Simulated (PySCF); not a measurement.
# PbBr and its ions

UHF; basis Pb cc-pVDZ-PP with ECP60, Br cc-pVDZ-PP with ECP10; scalar-relativistic core potentials; PySCF 2.14. Neutral (UHF): doublet (π ↑), Re = 2.664 Å, ωe = 203 cm⁻¹, De = 2.04 eV, HOMO -7.17 eV, LUMO -0.56 eV.

PbBr⁺ (RHF): singlet (closed shell), Re = 2.515 Å, ωe = 261 cm⁻¹. The energies at the minima are -607.38126 hartree for PbBr and -607.13929 for PbBr⁺.

Question: Work out the adiabatic ionisation energy, without and with harmonic zero-point energies (1 hartree = 27.2114 eV, 1 eV = 8065.5 cm⁻¹), and the change of the bond length.

Answer: At HF: 0.24197 hartree = 6.584 eV between the minima; the zero-point term (261.0 − 203.0)/2 cm⁻¹ = +0.004 eV makes it 6.588 eV. Re changes by -14.9 pm against the neutral. The electron leaves a π orbital; in so polar a molecule the change of length follows mostly from the change of the ionic charges.

These are scalar-relativistic numbers at best; spin–orbit coupling would shift them, the dissociation energy most. Hartree–Fock leaves out correlation, which carries a large part of most bond energies and some tenths to 1 eV of ionisation energies. States were picked by a PBE0 search and need not be the measured ground states.

Neutral and ion stand on different kinds of reference determinant, which adds to the error of the difference.
